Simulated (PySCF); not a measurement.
The vertical singlet excitations below were computed for one of the candidates. Method: TDDFT B3LYP/def2-SVPD, vertical, gas phase, core orbitals frozen in the response in PySCF 2.14.0, density-fitted response routines. Geometries: GFN2-xTB, one conformer each.

```tsv
state	E (eV)	f
S1	4.79	0.249
S2	5.67	0.0031
S3	6.05	0.042
S4	6.06	0.012
S5	6.35	0.038
S6	6.39	0.0091
S7	6.64	0.030
S8	6.75	0.024
```

Triplets computed (Tamm–Dancoff): 2.84, 4.70, 5.48 eV.

Orbital energies (eV): HOMO-3 -9.23, HOMO-2 -8.67, HOMO-1 -8.59, HOMO -6.72, LUMO -1.87, LUMO+1 0.36, LUMO+2 0.54.

Question: Which candidate is it?
A. `C=C1/C(=C\Cl)C[C@@H]1F`
B. `C#C[C@@H]1C[C@H](Cl)[C@@H]1F`
C. `O=CC#CC(Cl)(Cl)Cl`

Answer: A. Its S1 lies at 4.79 eV; the nearest of the others has S1 at 3.59 eV. S1 is HOMO→LUMO (96%). Löwdin shares by element: HOMO carbon 59% or more, chlorine 18% (atoms not listed hold the other 22%); LUMO carbon 71% or more (atoms not listed hold the other 29%). At the same level the other candidates give, for their lowest levels:
- `C#C[C@@H]1C[C@H](Cl)[C@@H]1F`: 6.42 eV (f 0.000); 6.59 eV (f 0.007); 6.65 eV (f 0.001); 6.80 eV (f 0.021); 6.92 eV (f 0.007); T1 5.40 eV; HOMO -7.71, LUMO -0.16 eV
- `O=CC#CC(Cl)(Cl)Cl`: 3.59 eV (f 0.000); 4.42 eV (f 0.001); 5.00 eV (f 0.006); 5.07 eV (f 0.118); 5.59 eV (f 0.000); T1 3.03 eV; HOMO -8.36, LUMO -3.17 eV
